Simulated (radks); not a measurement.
All-electron calculation, scalar-relativistic Kohn-Sham, LDA (Slater exchange, Perdew-Wang correlation), spin-polarised, spherical densities, finite nucleus; open shells are filled with parallel spins first (spin-orbit coupling, left out, can overturn this in heavy ions); Fermi nuclear charge, rms radius of each element as measured or else 0.836 A^(1/3) + 0.57 fm. Program: a radial shooting solver on a logarithmic mesh with Libxc functionals. Response by self-consistent Sternheimer equations with the Hartree and adiabatic LDA kernel, the relativistic mass of each level held fixed and spin-orbit coupling left out. For heavy and open-shell atoms this level of theory can miss by tens of per cent. Estimate the static dipole polarisabilities of Pb ([Hg] 6p2) and Re3+ ([Xe] 4f14 5d4) and the C6 coefficients of the three pairs.

Answer. alpha = 66.84 and 7.460 bohr^3; C6 = 768.4 (Pb-Pb), 150.0 (Pb-Re3+), 40.64 (Re3+-Re3+) hartree bohr^6.
